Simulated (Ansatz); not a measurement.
Reaction (formal exchange of groups at the Si–N bond): `B[SiH2]N[SiH3]` + `O[BH][AlH2]` → `B[SiH2][B](O)[AlH2]` + `N[SiH3]`

Program: Ansatz. Geometries: PBE0-D4/def2-TZVP. ΔE: electronic, gas phase. CCSD(T)/CBS adds triple-zeta CCSD(T) − MP2 to the extrapolated MP2 energy (def2 sets, frozen cores). This one scheme is used for every species. DFT in def2-TZVPP. B3LYP here is the variant with VWN-RPA as its local correlation; programs differ in this. One conformer a species, not always the lowest.

```
             level  ΔE (kJ/mol)  difference from CCSD(T)/CBS
            PBE-D4         27.0                        -45.0
          B3LYP-D4         66.9                         -5.1
           ωB97M-V         72.1                          0.1
               PBE         28.1                        -43.9
             B3LYP         68.9                         -3.1
    MP2/def2-TZVPP         81.9                          9.9
SCS-MP2/def2-TZVPP         91.6                         19.6
     HF/def2-QZVPP        123.3                         51.3
SCS-MP2/def2-QZVPP         91.5                         19.5
     MP2/CBS(def2)         81.0                          9.0
       CCSD(T)/CBS         72.0                            0
```

Largest T1 diagnostic among the species: 0.020, so the coupled-cluster value is less sure than usual.

In def2-TZVPP, CCSD(T) changes the Hartree–Fock value by −49.2 kJ/mol (the triples alone add −9.9 kJ/mol) and MP2 by −40.2 kJ/mol. From PBE to PBE0 (25 % exact exchange), in def2-TZVPP and without D4, ΔE moves by +20.2 kJ/mol.
